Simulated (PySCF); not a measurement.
CH₉N₃Si, SMILES NC[SiH](N)N.

The structure is a stationary point at r2SCAN-D4/def2-SVP. The structure was generated by enumeration, and PubChem lists no compound with its InChIKey, so it may never have been made. Other conformers were not sampled.

Computed with TDDFT-PBE/def2-SVPD run with PySCF.

Vertical excitations. Isolated molecule, no solvent.

List the lowest excited states. (Estimate from the structure and the level; the computed values follow.)


| state | energy (eV) | λ (nm) | f | main pairs |
|---|---|---|---|---|
| S1 | 4.63 | 268 | 0.006 | HOMO→LUMO 100 % |
| S2 | 5.09 | 244 | 0.002 | HOMO→LUMO+1 100 % |
| S3 | 5.69 | 218 | 0.019 | HOMO→LUMO+2 97 % |
| S4 | 5.76 | 215 | 0.017 | HOMO−1→LUMO 95 % |
| S5 | 5.84 | 212 | 0.056 | HOMO−2→LUMO 92 % |
| S6 | 5.99 | 207 | 0.005 | HOMO→LUMO+3 98 % |
| S7 | 6.27 | 198 | 0.013 | HOMO−1→LUMO+1 91 % |
| S8 | 6.35 | 195 | 0.009 | HOMO−2→LUMO+1 87 % |
| S9 | 6.49 | 191 | 0.066 | HOMO→LUMO+4 58 %, HOMO→LUMO+5 34 % |
| S10 | 6.55 | 189 | 0.055 | HOMO→LUMO+5 65 %, HOMO→LUMO+4 30 % |
| T1 | 4.48 | 277 | 0 | HOMO→LUMO 99 % |
| T2 | 4.99 | 248 | 0 | HOMO→LUMO+1 99 % |
| T3 | 5.54 | 224 | 0 | HOMO→LUMO+2 91 % |
| T4 | 5.56 | 223 | 0 | HOMO−1→LUMO 92 % |
Triplets are in the Tamm–Dancoff approximation, which puts them higher than full response would, so one can lie above its singlet here.
